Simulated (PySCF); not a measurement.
## Vertical excitation energies

GeH2(nBu)2, C8H20Ge.
SMILES: `[H][Ge]([H])([CH2]CCC)[CH2]CCC`

Theory: PySCF 2.14.0, density-fitted response routines, TDDFT CAM-B3LYP/def2-SVPD, vertical, gas phase, core orbitals frozen in the response. One conformer (not necessarily the lowest) at the PBE0-D3(BJ)/def2-SVP geometry, without solvent, vibrations or thermal averaging. The CAM-B3LYP/def2-SVPD calculation is non-relativistic and has no spin–orbit coupling, an omission that weighs most on germanium.

**Question.** Predict the UV-vis stick spectrum at this level.

**Answer.** 

```
state  E (eV)  E (kJ/mol)  λ (nm)       f  |μ| (D)   main configurations (H = HOMO, L = LUMO)
   S1    7.41         715   167.4   0.021     0.86                                  H→L (88%)
   S2    7.84         756   158.2  0.0047     0.40                   H→L+1 (53%), H-1→L (34%)
   S3    8.09         781   153.2  0.0008     0.17    H-1→L (49%), H→L+1 (25%), H-1→L+3 (10%)
   S4    8.21         792   151.0   0.041     1.15                                H→L+2 (82%)
   S5    8.32         803   149.0   0.188     2.44                 H-1→L+1 (52%), H→L+3 (17%)
   S6    8.39         809   147.8   0.080     1.59                                H-2→L (81%)
   S7    8.60         830   144.1   0.129     1.98                 H-1→L+2 (49%), H→L+4 (34%)
   S8    8.64         834   143.4   0.046     1.19    H→L+6 (32%), H-1→L+2 (17%), H→L+4 (12%)
   S9    8.67         836   143.1   0.022     0.82    H→L+3 (42%), H→L+5 (11%), H-1→L+6 (10%)
  S10    8.70         839   142.6  0.0052     0.40               H-2→L+1 (42%), H-2→L+6 (13%)
  S11    8.84         853   140.3   0.042     1.12    H-3→L+1 (21%), H-5→L (18%), H→L+6 (12%)
  S12    8.85         854   140.2   0.050     1.22    H→L+5 (32%), H-3→L (15%), H-5→L+1 (12%)
  S13    8.88         857   139.6  0.0008     0.15  H-4→L (46%), H-6→L+1 (21%), H-3→L+1 (11%)
  S14    8.89         858   139.5  0.0010     0.17  H-4→L+1 (22%), H-6→L (16%), H-2→L+2 (11%)
  S15    8.90         859   139.3   0.066     1.40   H-2→L+2 (22%), H→L+5 (11%), H-1→L+4 (9%)
```

Triplets (Tamm–Dancoff): T1 7.27 eV, H→L (80%); T2 7.46 eV, H→L+1 (50%), H-1→L (22%); T3 7.74 eV, H-1→L (52%), H→L+1 (10%); T4 7.82 eV, H-2→L (50%), H-2→L+2 (14%).

The lowest singlet comes at 167 nm (715 kJ/mol) in the vacuum ultraviolet; it is weak; its leading configuration is HOMO→LUMO (88%). The most intense listed level is S5 at 8.32 eV (149 nm, f = 0.188), 0.92 eV above S1. S11/S12 and S13/S14 lie within about 0.01 eV of each other in each set. Löwdin shares by element: HOMO carbon 45% or more, germanium 18% (atoms not listed hold the other 37%); LUMO germanium 32%, carbon 11% or more (atoms not listed hold the other 56%). Of the 15 states listed, 10 reach f = 0.01 and none stays under 0.0005. The listed states span 1.49 eV, and the widest gap between neighbours is 0.43 eV (S1 to S2). Weighted by f, the mean energy of these states is 8.50 eV. Only the lowest 15 singlets were computed, as vertical energies without vibronic structure.

Without π bonds the low states may be Rydberg-like; a valence basis with one diffuse set may place them up to an eV too high.
